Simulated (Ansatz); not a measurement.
Born–Oppenheimer molecular dynamics of CH9FOSi2 (14 atoms, charge 0, multiplicity 1). It starts from a rough guess of a transition structure, not a stationary point.

Level of theory: Ansatz 0.2.0, UKS PBE0/STO-3G.

| Item | Value |
| --- | --- |
| ensemble | NVE (velocity Verlet) |
| time step | 0.5 fs |
| steps asked | 150 |
| starting velocities drawn for | 300 K |
| seed | 50062 |

First frame:

```xyz
14
Properties=species:S:1:pos:R:3
Si -0.734 0.529 -1.116
F 0.780 1.692 -1.728
H -0.505 -0.084 -2.417
H -1.302 1.819 -0.756
C -1.734 -0.763 -0.132
H 1.325 1.128 -0.819
O 0.971 0.233 0.011
Si 1.615 -0.259 1.404
H -2.663 -1.007 -0.638
H -1.180 -1.690 -0.010
H -1.992 -0.412 0.863
H 3.051 -0.357 1.140
H 1.333 0.728 2.450
H 1.035 -1.555 1.750
```

Problem. How far do the bonds stretch over the last three quarters of this one trajectory? (Pairs bonded in most of those frames.)

Solution. 
```csv
bond,mean (Å),spread (Å),shortest,longest
Si1–F2,1.986,0.056,1.89,2.08
Si1–H3,1.461,0.025,1.42,1.50
Si1–H4,1.457,0.011,1.43,1.47
Si1–C5,1.896,0.061,1.80,2.00
Si1–O7,1.831,0.120,1.66,2.03
F2–H6,1.083,0.058,1.00,1.21
C5–H9,1.099,0.022,1.06,1.14
C5–H10,1.096,0.016,1.07,1.13
C5–H11,1.096,0.014,1.07,1.12
O7–Si8,1.723,0.108,1.53,1.90
Si8–H12,1.447,0.017,1.42,1.48
Si8–H13,1.449,0.011,1.43,1.47
Si8–H14,1.449,0.018,1.42,1.48
```

Pairs bonded in part of these frames only: F2–H6 62 %, H6–O7 11 %.

Mean temperature of the second half: 608 K. The conserved energy stayed within 0.15 meV per atom of its start (net change -0.12 meV per atom), so the integration is sound. The kinetic energy rose, since the run started high on the potential surface and went downhill. A run of 0.075 ps of so small a system gives no equilibrium averages. The orbitals were unrestricted but ended closed-shell. Limits of this set-up: minimal basis.

Time of the run: 12 min on 1 thread of Arm Neoverse V1, on a shared host, peak memory 0.16 GiB.
